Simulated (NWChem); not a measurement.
Molecule: C4H7F; SMILES CCC(F)=C

```xyz
12

C     -0.8496     1.6365    -0.2472
C     -0.0701     0.5996     0.0958
F      1.2804     0.7360     0.0585
C     -0.4856    -0.7734     0.5281
C      0.0596    -1.8819    -0.3833
H     -0.4068     2.5961    -0.5485
H     -1.9422     1.5341    -0.2250
H     -1.5923    -0.8071     0.5769
H     -0.1147    -0.9348     1.5653
H      1.1650    -1.8358    -0.4361
H     -0.2243    -2.8833    -0.0041
H     -0.3335    -1.7786    -1.4148
```
Atoms are numbered in this order, from 1.

Computed with NWChem. Pople sets run with spherical d functions. All runs use the structure optimised with PBE-D3(BJ)/def2-SVP.

For level Hartree-Fock/6-31+G*:

```yaml
highest occupied level (eV): -9.91
orbital gap (eV): 12.03
dipole (D): 1.84
```

Problem. How do the values read with level Hartree-Fock/STO-3G instead?

Solution. The highest occupied level (eV) is -7.80 and the orbital gap (eV) is 16.35. The dipole (D) is 1.06.
